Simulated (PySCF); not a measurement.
Lowest triplet excitation (TDA) (eV) of eight silicon and germanium compounds: TDA-PBE beside TDA-LC-ωPBE, computed with PySCF for isolated molecules in the bases named; differences from unrounded values. The eight are the first of their class met in an unordered collection, after screening for sound electronic states; none was chosen by its value. Each molecule has one DFT geometry for both levels.

```json
[
 {"molecule": "C3H8O2Si, SMILES C=C[Si@@H](O)OC", "basis": "def2-SVPD", "TDA-LC-ωPBE": "4.03", "TDA-PBE": "4.27", "difference": "0.23"},
 {"molecule": "CH5FO2Si2, SMILES [Si@@H]1(F)O[SiH2]CO1", "basis": "def2-SVPD", "TDA-LC-ωPBE": "6.86", "TDA-PBE": "5.68", "difference": "-1.18"},
 {"molecule": "GeH7NSi, SMILES [GeH3][SiH2]N", "basis": "def2-SVPD", "TDA-LC-ωPBE": "5.61", "TDA-PBE": "4.72", "difference": "-0.90"},
 {"molecule": "C₂H₈N₂Si, SMILES C=C[SiH](N)N", "basis": "def2-SVPD", "TDA-LC-ωPBE": "4.04", "TDA-PBE": "4.27", "difference": "0.22"},
 {"molecule": "Cl₃HSeSi, SMILES Cl[Si]([SeH])(Cl)Cl", "basis": "def2-SVPD", "TDA-LC-ωPBE": "4.93", "TDA-PBE": "4.31", "difference": "-0.62"},
 {"molecule": "F₄H₂SSi₂, SMILES F[SiH2]S[Si](F)(F)F", "basis": "def2-SVPD", "TDA-LC-ωPBE": "6.64", "TDA-PBE": "5.74", "difference": "-0.89"},
 {"molecule": "CH₆ClGeN, SMILES [CH3][Ge@H]([NH2])[Cl]", "basis": "def2-SVPD", "TDA-LC-ωPBE": "6.79", "TDA-PBE": "5.58", "difference": "-1.22"},
 {"molecule": "CH5F2NSi2, SMILES F[SiH2]/C=N/[SiH2]F", "basis": "def2-SVPD", "TDA-LC-ωPBE": "2.84", "TDA-PBE": "2.70", "difference": "-0.13"}
]
```

TDA-PBE lies below TDA-LC-ωPBE in 6 and above it in 2 of the eight; the mean signed difference is -0.56 and the largest -1.22 eV.
